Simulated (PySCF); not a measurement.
2,5-difluoropyridine, C5H3F2N.
Bonds: F1–C2, C2–C3 (aromatic), C3–C4 (aromatic), C4–C5 (aromatic), C5–F6, C5–N7 (aromatic), N7–C8 (aromatic), C2–C8 (aromatic). Hydrogens: H9 on C3; H10 on C4; H11 on C8.

Method: PBE0-D3(BJ)/def2-TZVP geometry optimisation, gas phase in PySCF 2.14.0; density fitting, grid level 2; the optimiser is geomeTRIC in internal coordinates, started from a GFN2-xTB structure with every atom displaced at random (about 0.01 Å).

Step 1: E = -12148.9860 eV
```
atom  x, y, z in Å  |  force x, y, z in eV/Å
F1     -2.1926   -0.0783    1.3572    0.444  -0.257   0.147
C2     -1.0238   -0.1647    0.6983   -0.443   0.002   0.015
C3     -0.0957    0.8552    0.8213   -0.910   0.925  -0.755
C4      0.8694    0.9202   -0.1694    1.153  -0.169   1.006
C5      1.0844   -0.2331   -0.9123   -0.361  -0.104   0.095
F6      2.1696   -0.3175   -1.6693    0.043   0.092  -0.170
N7      0.2905   -1.2684   -0.9185    0.090   0.063  -0.422
C8     -0.8155   -1.2024   -0.1893   -0.060   0.188   0.329
H9     -0.3007    1.6942    1.5005    0.201  -0.425  -0.286
H10     1.5805    1.7431   -0.2196   -0.159  -0.150  -0.032
H11    -1.5632   -1.9742   -0.3157    0.004  -0.167   0.072
```

Step 2: E = -12149.1403 eV
```
atom  x, y, z in Å  |  force x, y, z in eV/Å
F1     -2.1838   -0.1267    1.4033    0.385   0.039   0.095
C2     -1.0506   -0.1532    0.6897    0.021  -0.174  -0.284
C3     -0.1263    0.8750    0.7632   -0.690   0.812  -0.075
C4      0.9154    0.9182   -0.1417    0.272  -0.658   0.532
C5      1.0810   -0.2257   -0.9130   -0.138   0.061   0.021
F6      2.1628   -0.3012   -1.6794    0.012  -0.082  -0.183
N7      0.2619   -1.2421   -0.9482    0.065   0.114  -0.131
C8     -0.8295   -1.1952   -0.1866    0.056   0.023   0.003
H9     -0.3196    1.7035    1.4367    0.066  -0.031   0.020
H10     1.6451    1.7193   -0.1615   -0.103  -0.041  -0.019
H11    -1.5535   -1.9979   -0.2794    0.054  -0.064   0.022
```

Step 3: E = -12149.1645 eV
```
atom  x, y, z in Å  |  force x, y, z in eV/Å
F1     -2.1159   -0.1177    1.4536   -0.402  -0.362  -0.016
C2     -1.0509   -0.1369    0.6553   -0.052   0.364   0.358
C3     -0.1870    0.9401    0.7431    0.276  -0.877  -0.758
C4      0.9185    0.8594   -0.0765    0.684   0.536  -0.182
C5      1.0851   -0.2317   -0.9221   -0.313  -0.098   0.061
F6      2.1424   -0.3062   -1.7283   -0.007   0.280   0.215
N7      0.2502   -1.2263   -1.0058   -0.189  -0.086   0.202
C8     -0.8154   -1.1898   -0.2060   -0.164  -0.100  -0.006
H9     -0.3777    1.7689    1.4026   -0.001   0.117   0.131
H10     1.6607    1.6410   -0.0765    0.156   0.142  -0.034
H11    -1.5071   -2.0268   -0.2561    0.011   0.083   0.028
```

**Question.** Estimate the geometry and energy of step 4. (The exact step hangs on the optimiser's Hessian estimate; all steps are aligned on step 3, rigid shifts and turns removed.)

**Answer.** E = -12149.2174 eV, largest force 0.094 eV/Å
```
atom  x, y, z in Å  |  force x, y, z in eV/Å
F1     -2.1455   -0.1402    1.4327   -0.059  -0.002   0.035
C2     -1.0558   -0.1410    0.6638    0.014   0.033   0.033
C3     -0.1653    0.9171    0.7341   -0.050  -0.013  -0.076
C4      0.9462    0.8762   -0.0840   -0.089  -0.007   0.018
C5      1.0762   -0.2301   -0.9114    0.057   0.074  -0.011
F6      2.1353   -0.2795   -1.7151    0.030  -0.076  -0.039
N7      0.2450   -1.2307   -0.9812    0.019   0.008  -0.026
C8     -0.8290   -1.1951   -0.1962    0.057   0.023   0.010
H9     -0.3592    1.7528    1.3952    0.014  -0.035   0.033
H10     1.6816    1.6689   -0.1014    0.014  -0.012   0.011
H11    -1.5266   -2.0241   -0.2534   -0.007   0.006   0.012
```

The energy changes by -0.0530 eV. The first-order estimate −F·Δx gives -0.1125 eV and the mean of the old and new forces, exact on a quadratic surface, -0.0532 eV. The step makes an angle of 49° with the force vector and moves no atom by more than 0.043 Å.

What follows is the cost of the whole optimisation. Hardware: one thread of an Arm Neoverse V1, shared host with 32 logical CPUs at a one-minute load of 14. Cost: 4.1 min of wall time, 1.2 GiB resident at most.
